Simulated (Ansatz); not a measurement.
Geometry optimisation, RKS PBE/def2-SVP (Ansatz 0.2.0).

Input:

```yaml
crystal:
  periodic: [false, false, false]
  atoms:
    - { symbol: Si, position_ang: [0.0, 0.0, 0.0] }
    - { symbol: H, position_ang: [0.0, 0.0, 1.46] }
    - { symbol: Cl, position_ang: [2.0086, 0.0, -0.7093] }
    - { symbol: Cl, position_ang: [-1.0032, 1.7381, -0.7093] }
    - { symbol: F, position_ang: [-0.7489, -1.2974, -0.5295] }
basis:
  gaussian: { orbitals: def2-SVP }
hamiltonian:
  xc: pbe
relax:
  f_tol: 0.02
  max_steps: 40
output:
  orbitals: {}
```

Command:

```bash
$ ansatz run input.yaml --threads 1 --pin off --max-ram 2048MiB --backend cpu --events-out ev --progress --plain --runs-dir out
```

Task: Where does it end, and by what steps?

Result: The run converged. After 3 steps the energy has fallen by 0.128 eV; Cl3 moved furthest, 0.06 Å.

```
step  energy less start (eV)  largest force component (eV/Å)  accepted
   0                  0.0000                           1.992       yes
   1                 -0.1146                           0.844       yes
   2                 -0.1267                           0.155       yes
   3                 -0.1278                           0.011       yes
```

```xyz
5
Properties=species:S:1:pos:R:3
Si 0.018 0.030 -0.001
H 0.005 0.009 1.486
Cl 1.947 0.004 -0.706
Cl -0.969 1.688 -0.707
F -0.745 -1.291 -0.560
```

Time of the run: 7.6 s on 1 thread of Arm Neoverse V2, on a shared host, peak memory 0.13 GiB.
